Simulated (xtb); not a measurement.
C6H13, doublet, at a GFN2-xTB geometry; GFN2-xTB in xtb.

Here is a job for xtb.
```
$ xtb mol.xyz --gfn 2 --uhf 1 --ohess --json

# file mol.xyz
19

C     -2.98430396    -0.66041146    -0.04973240
C     -1.58600614    -0.51915247     0.38081968
C     -0.85691671     0.60359329    -0.40073596
C      0.57074552     0.84124676     0.08712427
C      1.52002337    -0.31817981    -0.20726247
C      2.95401446     0.02034191     0.18271071
H     -3.22259204    -1.20158113    -0.94514443
H     -3.76064498    -0.08153014     0.41167488
H     -1.53785710    -0.27248627     1.44434508
H     -1.04629639    -1.45351122     0.20928618
H     -0.84553535     0.34537543    -1.46144559
H     -1.43041506     1.52616864    -0.28778204
H      0.55920612     1.03502542     1.16245642
H      0.95525016     1.73927111    -0.40434564
H      1.48038554    -0.55392746    -1.27334677
H      1.20274833    -1.20545720     0.34319572
H      3.61586505    -0.81709521    -0.02581457
H      3.01601134     0.25037650     1.24428674
H      3.30853527     0.88474228    -0.37490878
```

Question: Predict the main parts of the log of this xtb run.

Answer: 
```
   ID    Z sym.   atoms
    1    6 C      1-6
    2    1 H      7-19

           -------------------------------------------------
          |                Calculation Setup                |
           -------------------------------------------------

           -------------------------------------------------
          |                 G F N 2 - x T B                 |
           -------------------------------------------------

          ...................................................
          :                      SETUP                      :
          :.................................................:
          :  # basis functions                  37          :
          :  # atomic orbitals                  37          :
          :  # shells                           25          :
          :  # electrons                        37          :
          :  max. iterations                   250          :
          :  Hamiltonian                  GFN2-xTB          :
          :  restarted?                      false          :
          :  GBSA solvation                  false          :
          :  PC potential                    false          :
          :  electronic temp.          300.0000000     K    :
          :  accuracy                    1.0000000          :
          :  -> integral cutoff          0.2500000E+02      :
          :  -> integral neglect         0.1000000E-07      :
          :  -> SCF convergence          0.1000000E-05 Eh   :
          :  -> wf. convergence          0.1000000E-03 e    :
          :  Broyden damping             0.4000000          :
          :  net charge                          0          :
          :  unpaired electrons                  1          :
          ...................................................

 iter      E             dE          RMSdq      gap      omega  full diag
   1    -19.6377618 -0.196378E+02  0.279E+00   10.34       0.0  T
   2    -19.6859288 -0.481670E-01  0.154E+00   10.17       1.0  T
   3    -19.6869465 -0.101772E-02  0.744E-01   10.43       1.0  T
   4    -19.6870884 -0.141832E-03  0.111E-01   10.35       1.0  T
   5    -19.6871337 -0.452964E-04  0.530E-02   10.38       1.0  T
   6    -19.6871341 -0.473456E-06  0.984E-03   10.37       2.3  T
   7    -19.6871343 -0.165505E-06  0.145E-03   10.37      15.8  T
   8    -19.6871343 -0.693190E-08  0.761E-04   10.37      30.1  T
   9    -19.6871343 -0.317758E-09  0.125E-04   10.38     182.8  T

[...]
         :: total energy             -19.392111792091 Eh    ::
 * total energy  :   -19.3921118 Eh     change       -0.2978240E-10 Eh
   *** GEOMETRY OPTIMIZATION CONVERGED AFTER 1 ITERATIONS ***
         :: total energy             -19.392111792121 Eh    ::
[...]
       2     69.83    -1.23978 ( 79.18%)    -0.95735 ( 20.82%)    -1.18098
       3     83.62    -1.13417 ( 88.67%)    -0.90398 ( 11.33%)    -1.10808
       4    123.01    -0.91012 ( 97.34%)    -0.78972 (  2.66%)    -0.90692
       5    229.10    -0.56231 ( 99.77%)    -0.60555 (  0.23%)    -0.56240
       6    256.33    -0.50287 ( 99.86%)    -0.57229 (  0.14%)    -0.50297
       7    281.30    -0.45490 ( 99.90%)    -0.54475 (  0.10%)    -0.45499
   ------------------------------------------------------------------------

   temp. (K)  partition function   enthalpy   heat capacity  entropy
                                   cal/mol     cal/K/mol   cal/K/mol   J/K/mol
 298.15  VIB   430.                 3764.231     23.557     24.146
         ROT  0.200E+06              888.752      2.981     27.242
         INT  0.862E+08             4652.983     26.538     51.388
         TR   0.760E+27             1481.254      4.968     39.222
         TOT                        6134.2372    31.5061    90.6094   379.1096

       T/K    H(0)-H(T)+PV         H(T)/Eh          T*S/Eh         G(T)/Eh
   ------------------------------------------------------------------------
    298.15    0.977553E-02    0.181749E+00    0.430514E-01    0.138697E+00
   ------------------------------------------------------------------------

         :::::::::::::::::::::::::::::::::::::::::::::::::::::
         ::                  THERMODYNAMIC                  ::
         :::::::::::::::::::::::::::::::::::::::::::::::::::::
         :: total free energy         -19.253414309601 Eh   ::
         ::.................................................::
         :: total energy              -19.392111792121 Eh   ::
         :: zero point energy           0.171973388305 Eh   ::
         :: G(RRHO) w/o ZPVE           -0.033275905785 Eh   ::
         :: G(RRHO) contrib.            0.138697482520 Eh   ::
         :::::::::::::::::::::::::::::::::::::::::::::::::::::

optimized geometry written to: xtbopt.xyz

           -------------------------------------------------
          | TOTAL ENERGY              -19.392111792121 Eh   |
          | TOTAL ENTHALPY            -19.210362874539 Eh   |
          | TOTAL FREE ENERGY         -19.253414309601 Eh   |
          | GRADIENT NORM               0.000060301981 Eh/α |
          | HOMO-LUMO GAP              10.375015013550 eV   |
           -------------------------------------------------

normal termination of xtb
```
